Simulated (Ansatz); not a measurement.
`FC(F)(F)c1cnc(-c2cnc(-c3cnc(-c4cnc(-c5cnc(-c6cnc(C(F)(F)F)s6)s5)s4)s3)s2)s1` with charge +1. The state is a doublet with charge 1. Geometry PBE-D4/def2-SVP, that of the neutral singlet; atoms count from 1.

```tsv
atom	x (Å)	y (Å)	z (Å)
F1	-2.9861	-1.2939	-11.6825
C2	-2.3332	-1.6519	-10.5545
F3	-2.6848	-2.9255	-10.2565
F4	-1.0067	-1.6652	-10.8280
C5	-2.6645	-0.7060	-9.4415
C6	-3.5052	0.3954	-9.4901
N7	-3.6385	1.0962	-8.3335
C8	-2.9125	0.5630	-7.3658
C9	-2.8565	1.0948	-6.0242
C10	-3.5370	2.2205	-5.5482
N11	-3.3359	2.5390	-4.2495
C12	-2.5039	1.6909	-3.6640
C13	-2.1078	1.7870	-2.2826
C14	-2.5227	2.7603	-1.3645
N15	-2.0219	2.6566	-0.1138
C16	-1.2084	1.6173	0.0011
C17	-0.5319	1.2657	1.2228
C18	-0.6195	1.9412	2.4458
N19	0.1081	1.4282	3.4643
C20	0.7825	0.3518	3.0897
C21	1.6412	-0.4043	3.9610
C22	2.4108	-1.5478	3.7224
N23	3.1209	-2.0235	4.7716
C24	2.9334	-1.2779	5.8517
C25	3.5707	-1.5566	7.1201
C26	4.4445	-2.6095	7.4014
N27	4.9165	-2.6620	8.6766
C28	4.4352	-1.6795	9.3948
C29	4.7569	-1.4494	10.8550
F30	5.6154	-2.3684	11.3084
F31	5.2999	-0.2218	11.0386
F32	3.6318	-1.5003	11.6082
S33	3.3447	-0.5909	8.5520
S34	1.8402	0.0863	5.6227
S35	0.5439	-0.0971	1.3931
S36	-1.0140	0.6832	-1.4915
S37	-1.9069	0.4105	-4.7321
S38	-1.9984	-0.8733	-7.8476
H39	-4.0451	0.7076	-10.3950
H40	-4.2011	2.8206	-6.1854
H41	-3.2167	3.5678	-1.6357
H42	-1.2404	2.8370	2.5829
H43	2.4611	-2.0598	2.7495
H44	4.7418	-3.3561	6.6529
```

Single mean-field runs in def2-SVP are fitted with def2-universal-jkfit.

Estimate the Mulliken populations of the heavy atoms from the PBE0/def2-SVP orbitals of Ansatz.


| atom | charge (e) | spin (α − β) |
| --- | --- | --- |
| F1 | -0.17 | 0.00 |
| C2 | 0.68 | -0.01 |
| F3 | -0.18 | 0.00 |
| F4 | -0.18 | 0.00 |
| C5 | -0.32 | 0.10 |
| C6 | 0.15 | -0.03 |
| N7 | -0.15 | 0.06 |
| C8 | -0.06 | -0.05 |
| C9 | -0.09 | 0.16 |
| C10 | 0.15 | 0.00 |
| N11 | -0.14 | 0.06 |
| C12 | -0.04 | -0.02 |
| C13 | -0.10 | 0.14 |
| C14 | 0.16 | 0.05 |
| N15 | -0.14 | 0.04 |
| C16 | -0.03 | 0.03 |
| C17 | -0.11 | 0.08 |
| C18 | 0.17 | 0.11 |
| N19 | -0.15 | 0.00 |
| C20 | -0.01 | 0.07 |
| C21 | -0.14 | 0.03 |
| C22 | 0.14 | 0.10 |
| N23 | -0.15 | -0.01 |
| C24 | -0.01 | 0.08 |
| C25 | -0.15 | -0.02 |
| C26 | 0.15 | 0.08 |
| N27 | -0.12 | -0.02 |
| C28 | -0.19 | 0.06 |
| C29 | 0.69 | 0.00 |
| F30 | -0.15 | 0.00 |
| F31 | -0.18 | 0.00 |
| F32 | -0.18 | 0.00 |
| S33 | 0.22 | -0.01 |
| S34 | 0.25 | -0.03 |
| S35 | 0.19 | -0.03 |
| S36 | 0.20 | -0.03 |
| S37 | 0.20 | -0.01 |
| S38 | 0.23 | 0.02 |
Mulliken values depend strongly on the basis.

Where does the spin sit?

Summed by element: F 0.01, C 0.97, N 0.13, S -0.08, H -0.02, of 1 unpaired in all. Largest on single atoms: C9 0.16, C13 0.14, C18 0.11.

And the Mayer bond orders between heavy atoms (over 0.3, the first 40 of 43)?

F1–C2 1.13 (1.35 Å); C2–F3 1.14 (1.35 Å); C2–F4 1.14 (1.35 Å); C2–C5 0.96 (1.50 Å); C5–C6 1.49 (1.39 Å); C5–S38 1.18 (1.74 Å); C6–N7 1.37 (1.36 Å); N7–C8 1.64 (1.32 Å); C8–C9 1.16 (1.44 Å); C8–S38 1.12 (1.77 Å); C9–C10 1.37 (1.40 Å); C9–S37 1.17 (1.74 Å); C10–N11 1.43 (1.35 Å); N11–C12 1.58 (1.32 Å); C12–C13 1.21 (1.44 Å); C12–S37 1.09 (1.77 Å); C13–C14 1.33 (1.40 Å); C13–S36 1.15 (1.74 Å); C14–N15 1.45 (1.35 Å); N15–C16 1.57 (1.32 Å); C16–C17 1.23 (1.44 Å); C16–S36 1.09 (1.77 Å); C17–C18 1.34 (1.40 Å); C17–S35 1.14 (1.74 Å); C18–N19 1.44 (1.35 Å); N19–C20 1.57 (1.32 Å); C20–C21 1.23 (1.44 Å); C20–S35 1.10 (1.77 Å); C21–C22 1.35 (1.40 Å); C21–S34 1.14 (1.74 Å); C22–N23 1.45 (1.35 Å); N23–C24 1.58 (1.33 Å); C24–C25 1.16 (1.45 Å); C24–S34 1.13 (1.76 Å); C25–C26 1.43 (1.40 Å); C25–S33 1.15 (1.74 Å); C26–N27 1.36 (1.36 Å); N27–C28 1.67 (1.31 Å); C28–C29 0.92 (1.51 Å); C28–S33 1.15 (1.76 Å).
